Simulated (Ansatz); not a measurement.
Pulling on the Ge1–H4 bond in FGeH3O (SMILES [OH][GeH2][F]) (multiplicity 1 held, fragments rigid). Energies count from the point at 1.527 Å.
Geometry at that point (charge 0, multiplicity 1):
```xyz
6

Ge    -0.22747    -0.25087     0.02663
O      1.45573    -0.40020    -0.50453
F     -0.54577     1.44651     0.30987
H     -1.08477    -0.69635    -1.15543
H     -0.46978    -0.93226     1.38081
H      2.09981    -0.16044     0.16984
```

R- and RO- levels are restricted; in cc, def2 and unpolarised 6-31G sets they are followed outwards from rest. U- levels take the lowest unrestricted solution at each point, which mixes spins at long bonds. Active spaces are followed from a long bond inwards. Curves can end on different states.

Correlated levels freeze the cores. Filled d and f shells under p-block atoms count as core.

Run with Ansatz (Gaussian basis) for Hartree–Fock, density functionals and correlated methods. Each number belongs to the level named beside it.

Energies in kcal/mol.

| R (Å) | R-HF/cc-pVDZ | U-HF/cc-pVDZ | U-SCS-MP2/cc-pVDZ | R-CCSD/cc-pVDZ | SC-NEVPT2 on CASSCF(2,2)/cc-pVDZ | FIC-MRCISD+Q on CASSCF(2,2)/cc-pVDZ |
|---|---|---|---|---|---|---|
| 1.221 | 31.4 | 31.4 | 32.1 | 32.2 | 33.1 | 32.2 |
| 1.374 | 5.8 | 5.8 | ___ | 6.4 | 7.0 | 6.4 |
| 1.527 | 0.0 | 0.0 | 0.0 | 0.0 | 0.0 | 0.0 |
| 1.679 | 4.8 | 4.8 | 4.2 | 3.9 | 3.2 | 3.9 |
| 1.832 | 15.2 | 15.2 | ___ | 13.0 | 11.6 | 12.8 |
| 2.061 | 35.0 | 35.0 | 31.9 | 30.3 | 27.6 | 29.7 |
| 2.290 | 55.9 | 53.3 | 57.7 | 47.4 | 43.5 | 46.2 |
| 2.672 | 87.8 | 66.6 | 79.1 | 70.3 | 64.2 | 67.7 |
| 3.053 | 114.3 | 70.8 | 85.5 | 84.8 | 76.3 | 80.1 |
| 3.511 | 139.2 | 72.3 | 87.8 | 93.7 | 82.7 | 86.6 |
| 4.122 | 162.8 | 72.8 | 88.5 | 98.2 | 85.1 | 89.1 |
| 4.885 | 181.1 | 72.9 | ___ | 99.8 | 85.7 | 89.6 |

Question: Complete the blanks.

Answer: 
- 1.374, U-SCS-MP2/cc-pVDZ: 6.2
- 1.832, U-SCS-MP2/cc-pVDZ: 13.7
- 4.885, U-SCS-MP2/cc-pVDZ: 88.7

Doubts at one or more of the structures used: a restricted determinant that unrestricted orbitals would lower (R-HF/cc-pVDZ, R-CCSD/cc-pVDZ); a spin-contaminated determinant (U-HF/cc-pVDZ, U-SCS-MP2/cc-pVDZ); other coupled-cluster roots lie near (R-CCSD/cc-pVDZ).

Ansatz is a first-principles code.
